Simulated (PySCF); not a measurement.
GeH₂Cl₂, SMILES [Cl][GeH2][Cl]. Geometry optimised at B3LYP-D3(BJ)/def2-TZVP.

Computed equilibrium geometry at B3LYP-D3(BJ)/def2-TZVP (PySCF confirms it by a frequency run) as bond lengths and angles, and its point group:
point group C2v.
Atoms: Ge1 Cl2 Cl3 H4 H5. Bonds (Å): Ge1–Cl2 2.158, Ge1–Cl3 2.158, Ge1–H4 1.529, Ge1–H5 1.529. Bond angles (°): Cl2–Ge1–Cl3 108.3, Cl2–Ge1–H4 108.1, Cl2–Ge1–H5 108.1, Cl3–Ge1–H4 108.1, Cl3–Ge1–H5 108.1, H4–Ge1–H5 115.9.
Charge 0, spin multiplicity 1.
